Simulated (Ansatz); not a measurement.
Input file for Ansatz (a quantum-chemistry and plane-wave program): R-CCSD(T)/def2-QZVPP on BrOTa (SMILES [O]=[Ta][Br]), 2S+1 = 1, a spin state set in the input, which need not be the lowest. Elements past Kr take the def2 small-core potentials; no spin–orbit coupling. Files ending in .json are basis or fitting sets from the Basis Set Exchange.

Ansatz 0.2 input:
```yaml
crystal:
  periodic: [false, false, false]
  atoms:
    - {symbol: Ta, position_ang: [0.55788299, -0.34789386, 0.44835392]}
    - {symbol: O, position_ang: [1.13029050, -0.06786520, -1.12840789]}
    - {symbol: Br, position_ang: [-1.72134221, 0.46313066, 0.60973433]}
basis:
  gaussian:
    orbitals: def2-QZVPP.json
magnetization: {spin_polarized: false}
correlation: {method: ccsd_t, electrons: valence}
```

The log:

```
WARN ansatz: RAYON_NUM_THREADS=4 ignored (pool sized by the plan → 4); use --threads N
Functional definition: HF
integrals: 1.18 GiB planned
1461 factors; integrals over basis functions are off by at most 1.0e-3 eV
mean field: 1.19 GiB planned
mean field evaluation 1: about -73564.9625 eV, gradient 6.3e1 eV
mean field evaluation 2: about -73565.0933 eV, gradient 6.3e1 eV
mean field evaluation 4: about -73573.6968 eV, gradient 4.5e0 eV
mean field evaluation 8: about -73573.8617 eV, gradient 1.2e0 eV
mean field evaluation 16: about -73573.8946 eV, gradient 6.3e-4 eV
mean field evaluation 32: about -73573.8925 eV, gradient 1.8e-1 eV
mean field evaluation 64: about -73572.7176 eV, gradient 6.9e-1 eV
mean field evaluation 96: about -73568.0892 eV, gradient 3.0e1 eV
mean field evaluation 128: about -73572.7437 eV, gradient 1.9e-3 eV
mean field -73573.89460919 eV, -2703.7907567109 hartree, gradient 2.8e-6 eV, S^2 0.000000; 3 other end points of the search recorded, 0 dependent functions left out; unrestricted orbitals would lower it
determinant -73573.89460919 eV, -2703.7907567109 hartree, with singles and doubles -73607.87069493 eV, -2705.0393548321 hartree
determinant -73572.74369998 eV, -2703.7484615775 hartree, with singles and doubles -73606.24114478 eV, -2704.9794699684 hartree
10 core orbitals not correlated
reference -73573.89460919 eV, -2703.7907567109 hartree; 18, 18 occupied and 199, 199 virtual orbitals, 1461 factors
second order -35.21382025 eV of doubles, -0.00000000 eV of singles
coupled cluster: 2.80 GiB planned
cycle   1  -33.70790671 eV  change    -2.6e0 eV  update   3.1e-2
cycle   2  -33.78271372 eV  change   -7.5e-2 eV  update   8.8e-3
cycle   3  -33.77531627 eV  change    7.4e-3 eV  update   5.2e-3
cycle   4  -33.77958923 eV  change   -4.3e-3 eV  update   3.6e-3
cycle   5  -33.78079225 eV  change   -1.2e-3 eV  update   2.7e-3
cycle   6  -33.78518433 eV  change   -4.4e-3 eV  update   1.9e-3
cycle   7  -33.78367519 eV  change    1.5e-3 eV  update   1.2e-3
cycle   8  -33.78528213 eV  change   -1.6e-3 eV  update   8.2e-4
cycle   9  -33.78499611 eV  change    2.9e-4 eV  update   5.0e-4
cycle  10  -33.78449658 eV  change    5.0e-4 eV  update   2.6e-4
cycle  11  -33.78460341 eV  change   -1.1e-4 eV  update   1.1e-4
cycle  12  -33.78469351 eV  change   -9.0e-5 eV  update   5.8e-5
cycle  13  -33.78466700 eV  change    2.7e-5 eV  update   2.6e-5
perturbative correction -1.58676479 eV, -0.0583125306 hartree
Total energy: -73609.26604099 eV, -2705.0906328537 hartree
```

Self-consistency was reached.

Cost: around 5 core-minutes (rough).
